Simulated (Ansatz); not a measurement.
Reaction: CdI2 (SMILES [I][Cd][I]) → CdI2+ (parent SMILES [I][Cd][I], doublet) + e-
Each species at its own B3LYP-D3(BJ)/def2-TZVP minimum (Ansatz, a quantum-chemistry and plane-wave program).

Wanted: adiabatic ionisation energy (electronic), in eV. Radicals and triplets start from unrestricted determinants; spin-orbit coupling is neglected. Cores are frozen in correlated methods (noble-gas shells, and filled d and f shells in the p block). Past Kr the def2 sets carry scalar-relativistic core potentials. CBS(X,Y): correlation extrapolated as X^-3, Hartree-Fock from the larger set. A bracket is a step between two methods taken in the basis named. Spin-orbit terms, left out, reach several kcal/mol for Br and I, and more for heavier atoms. The spin of CdI2+ (parent SMILES [I][Cd][I], doublet) was assumed, and the state is the lowest solution found for it.

CCSD(T)/CBS(def2-TZVPP,def2-QZVPP) + [CCSDT(Q) - CCSD(T)]/def2-SVP (Ansatz) gives 9.87 eV.

### Question
What does PBE/def2-TZVPD (Ansatz) give here, and how do the other levels compare?

### Answer
PBE gives 9.11 eV, 0.76 eV below it. Differences of the others: r2SCAN/def2-TZVPD (Ansatz) -0.56; B3LYP/def2-TZVPD (Ansatz) -0.47; PBE0/def2-TZVPD (Ansatz) -0.38; wB97M-V/def2-TZVPD (Ansatz) -0.03; B2PLYP/def2-TZVPD (Ansatz) -0.34; CCSD(T)/CBS(def2-TZVPP,def2-QZVPP) (Ansatz) 0.13 eV.
